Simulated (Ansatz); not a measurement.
Reaction (redistribution): `N[SiH2][GaH2]` + `BN=C=N` → `N=C=N[SiH2][GaH2]` + `BN`

Gas-phase electronic energies from Ansatz, PBE0-D4/def2-TZVP geometries. CBS: MP2 limit from def2 TZ/QZ plus the TZ coupled-cluster correction, frozen cores. This one scheme is used for every species. DFT in def2-TZVPP. For Ga outer-core shells are correlated without core-valence functions, which leaves a few kJ/mol of doubt a bond. Scalar relativity is left out up to krypton. One conformer a species, not always the lowest.

```
           level  ΔE (kJ/mol)  difference from CCSD(T)/CBS
          B97M-V        -57.8                          6.1
    CAM-B3LYP-D4        -62.8                          1.1
          B2PLYP        -63.0                          0.9
        PBE-QIDH        -64.0                         -0.1
            BLYP        -57.2                          6.7
            PBE0        -59.6                          4.3
         r2SCAN0        -61.0                          2.9
           BHLYP        -60.9                          3.0
       CAM-B3LYP        -61.4                          2.5
         LC-ωPBE        -62.6                          1.3
     HF/def2-SVP        -61.3                          2.6
CCSD(T)/def2-SVP        -67.3                         -3.4
   HF/def2-TZVPP        -62.4                          1.5
 CCSD/def2-TZVPP        -64.4                         -0.5
   MP2/CBS(def2)        -65.8                         -1.9
  CCSD/CBS(def2)        -62.8                          1.1
     CCSD(T)/CBS        -63.9                            0
```

Largest T1 diagnostic among the species: 0.017.

In def2-TZVPP, CCSD(T) changes the Hartree–Fock value by −3.0 kJ/mol (the triples alone add −1.0 kJ/mol) and MP2 by −4.9 kJ/mol. At CCSD(T), def2-SVP lies −3.4 kJ/mol from the extrapolated value and def2-TZVPP −1.6 kJ/mol.
